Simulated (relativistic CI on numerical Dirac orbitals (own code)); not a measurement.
# V³⁺: K-alpha X-ray emission

Computed with this model: Dirac-Coulomb-Breit CI, separate exchange-only KLI orbitals for each configuration, a model potential for QED, valence Slater integrals scaled by 0.7, multiplet model of X-ray emission after core ionisation; configurations [Ar] 3d2 → 1s 2s2 2p6 3s2 3p6 3d2 → [He] 2s2 2p5 3s2 3p6 3d2; 300 K; Lorentzian 2.52 eV and Gaussian 0.6 eV FWHM. Energies are those of the free ion, without screening or charge transfer. S is read from ⟨S²⟩ = S(S + 1).

Computed curve for free ion, scaled to 100 at the maximum (points under 2 are left out and the grid is thinned):

| Energy (eV) | Intensity |
| --- | --- |
| 4933.8 | 2.0 |
| 4934.6 | 2.4 |
| 4935.0 | 2.6 |
| 4935.8 | 3.2 |
| 4936.6 | 4.0 |
| 4937.4 | 5.3 |
| 4937.8 | 6.3 |
| 4938.6 | 9.2 |
| 4939.4 | 14.4 |
| 4939.8 | 17.9 |
| 4940.6 | 24.1 |
| 4941.4 | 29.8 |
| 4942.2 | 40.2 |
| 4942.6 | 44.8 |
| 4943.4 | 43.5 |
| 4944.2 | 31.1 |
| 4944.6 | 25.9 |
| 4945.4 | 21.2 |
| 4946.2 | 22.5 |
| 4947.0 | 27.5 |
| 4947.4 | 31.2 |
| 4948.2 | 42.4 |
| 4949.0 | 62.8 |
| 4949.8 | 91.2 |
| 4950.2 | 100.0 |
| 4951.0 | 90.2 |
| 4951.8 | 58.2 |
| 4952.2 | 43.8 |
| 4953.0 | 25.3 |
| 4953.8 | 15.9 |
| 4954.6 | 10.9 |
| 4955.0 | 9.2 |
| 4955.8 | 6.9 |
| 4956.6 | 5.3 |
| 4957.0 | 4.7 |
| 4957.8 | 3.8 |
| 4958.6 | 3.2 |
| 4959.4 | 2.7 |
| 4959.8 | 2.5 |
| 4960.6 | 2.1 |

The ground state has S = 1.00, and the centroid lies at 4947.73 eV.
